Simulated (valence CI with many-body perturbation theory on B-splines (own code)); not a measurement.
## Co21+: calculated level list

Calculated by configuration interaction combined with many-body perturbation theory (CI+MBPT): four valence electrons over a frozen Dirac-Fock core [He], a basis of 11 s, 11 p, 9 d, 7 f, 5 g, 2 h, 1 i functions for each j, with the one-electron correlation potential Σ1 (screened to all orders), the two-electron term Σ2, the three-electron term Σ3, Breit, model QED; selected single and double excitations, second order for the rest (own B-spline code, finite nucleus).

No measured levels were compared; by estimate levels of excited configurations hold to 0.05 to 0.15 % of their energy, terms of the ground configuration to about 0.5 %. Among the levels kept, up to 250 cm⁻¹ of a level comes from second order outside the variational space, and about a tenth of that is noise between levels of different J, which matters for small intervals.

Levels 1 to 45 of 113, with energies above the lowest level, 2s2 2p2 3P_0. "Leading %" is the weight of the configuration and term that name the level; weights of strongly mixed levels are sums over their largest components and can fall short. Lifetimes count E1, E2, E3, M1 and M2 decay at the calculated energies, and are blank where another channel may lead or the interval is too uncertain; long ones can be off by a factor of two.

| No. | Configuration | Term | J | E (eV) | Leading % | Lifetime | Second component |
| --- | --- | --- | --- | --- | --- | --- | --- |
| 1 | 2s2 2p2 | 3P | 0 | 0.0 | 88 |  | 10 % 2s2 2p2 1S |
| 2 | 2s2 2p2 | 3P | 1 | 11.2 | 99 | 84.4 μs |  |
| 3 | 2s2 2p2 | 3P | 2 | 17.1 | 72 | 926 μs | 27 % 2s2 2p2 1D |
| 4 | 2s2 2p2 | 1D | 2 | 34.9 | 72 | 20.0 μs | 27 % 2s2 2p2 3P |
| 5 | 2s2 2p2 | 1S | 0 | 51.6 | 86 | 4.96 μs | 11 % 2s2 2p2 3P |
| 6 | 2s 2p3 | 5S° | 2 | 66.2 | 95 | 9.71 ns | 4 % 2s 2p3 3P° |
| 7 | 2s 2p3 | 3D° | 1 | 103.4 | 82 | 67.8 ps | 14 % 2s 2p3 3P° |
| 8 | 2s 2p3 | 3D° | 2 | 103.7 | 80 | 97.6 ps | 18 % 2s 2p3 3P° |
| 9 | 2s 2p3 | 3D° | 3 | 107.8 | 100 | 130 ps |  |
| 10 | 2s 2p3 | 3P° | 0 | 122.5 | 100 | 41.0 ps |  |
| 11 | 2s 2p3 | 3P° | 1 | 123.8 | 80 | 37.8 ps | 15 % 2s 2p3 3D° |
| 12 | 2s 2p3 | 3P° | 2 | 126.5 | 68 | 41.9 ps | 19 % 2s 2p3 3D° |
| 13 | 2s 2p3 | 3S° | 1 | 145.2 | 76 | 9.63 ps | 18 % 2s 2p3 1P° |
| 14 | 2s 2p3 | 1D° | 2 | 150.4 | 90 | 17.4 ps | 10 % 2s 2p3 3P° |
| 15 | 2s 2p3 | 1P° | 1 | 168.3 | 78 | 10.3 ps | 18 % 2s 2p3 3S° |
| 16 | 2p4 | 3P | 2 | 217.3 | 87 | 15.3 ps | 12 % 2p4 1D |
| 17 | 2p4 | 3P | 0 | 229.8 | 83 | 13.0 ps | 16 % 2p4 1S |
| 18 | 2p4 | 3P | 1 | 231.3 | 99 | 12.8 ps |  |
| 19 | 2p4 | 1D | 2 | 241.2 | 87 | 19.1 ps | 12 % 2p4 3P |
| 20 | 2p4 | 1S | 0 | 272.0 | 80 | 10.6 ps | 16 % 2p4 3P |
| 21 | 2s2 2p 3s | 3P° | 0 | 1038.1 | 97 | 401 fs |  |
| 22 | 2s2 2p 3s | 3P° | 1 | 1039.2 | 74 | 335 fs | 23 % 2s2 2p 3s 1P° |
| 23 | 2s2 2p 3s | 3P° | 2 | 1055.2 | 96 | 371 fs |  |
| 24 | 2s2 2p 3s | 1P° | 1 | 1058.2 | 74 | 251 fs | 23 % 2s2 2p 3s 3P° |
| 25 | 2s2 2p 3p | 3D | 1 | 1061.3 | 66 | 18.4 ps | 28 % 2s2 2p 3p 1P |
| 26 | 2s2 2p 3p | 3P | 1 | 1069.2 | 30 | 5.49 ps | 27 % 2s2 2p 3p 3S |
| 27 | 2s2 2p 3p | 3D | 2 | 1069.8 | 78 | 12.4 ps | 10 % 2s2 2p 3p 1D |
| 28 | 2s2 2p 3p | 3P | 0 | 1071.0 | 80 | 3.11 ps | 12 % 2s2 2p 3p 1S |
| 29 | 2s2 2p 3p | 3P | 1 | 1081.8 | 44 | 4.09 ps | 35 % 2s2 2p 3p 1P |
| 30 | 2s2 2p 3p | 3D | 3 | 1083.6 | 96 | 15.7 ps |  |
| 31 | 2s2 2p 3p | 3P | 2 | 1084.7 | 58 | 3.88 ps | 17 % 2s2 2p 3p 3D |
| 32 | 2s2 2p 3p | 3S | 1 | 1084.8 | 64 | 5.13 ps | 17 % 2s2 2p 3p 3P |
| 33 | 2s2 2p 3d | 3F° | 2 | 1092.6 | 74 | 335 fs | 21 % 2s2 2p 3d 1D° |
| 34 | 2s2 2p 3p | 1D | 2 | 1093.1 | 70 | 4.65 ps | 22 % 2s2 2p 3p 3P |
| 35 | 2s 2p2 3s | 5P | 1 | 1093.3 | 92 | 537 fs |  |
| 36 | 2s2 2p 3d | 3F° | 3 | 1097.8 | 72 | 117 fs | 16 % 2s2 2p 3d 3D° |
| 37 | 2s2 2p 3d | 3P° | 2 | 1098.4 | 36 | 57.6 fs | 30 % 2s2 2p 3d 3D° |
| 38 | 2s2 2p 3p | 1S | 0 | 1100.5 | 68 | 990 fs | 25 % 2s 2p2 3s 3P |
| 39 | 2s2 2p 3d | 3D° | 1 | 1100.6 | 63 | 37.0 fs | 18 % 2s2 2p 3d 3P° |
| 40 | 2s 2p2 3s | 5P | 2 | 1101.0 | 96 | 515 fs |  |
| 41 | 2s 2p2 3s | 3P | 0 | 1106.7 | 64 | 425 fs | 18 % 2s2 2p 3p 1S |
| 42 | 2s 2p2 3s | 5P | 3 | 1108.1 | 93 | 460 fs | 6 % 2s 2p2 3s 3D |
| 43 | 2s2 2p 3d | 3F° | 4 | 1110.7 | 97 | 626 ps |  |
| 44 | 2s2 2p 3d | 1D° | 2 | 1111.4 | 47 | 69.1 fs | 25 % 2s2 2p 3d 3D° |
| 45 | 2s 2p2 3s | 3P | 1 | 1112.5 | 88 | 301 fs | 6 % 2s2 2p 3p 3P |

Names give the largest LS component (configuration and term), which can be under half, so a name can repeat, a term be missing and a line seem to break the LS rules; names also repeat where a configuration has a term twice.

The ionisation energy to 2s2 2p 2P°_1/2 of the next ion comes out as 1846.4 eV (NIST: 1844 ± 1.1 eV (semi-empirical)). All 113 levels together are meant to be complete up to 1180.4 eV.
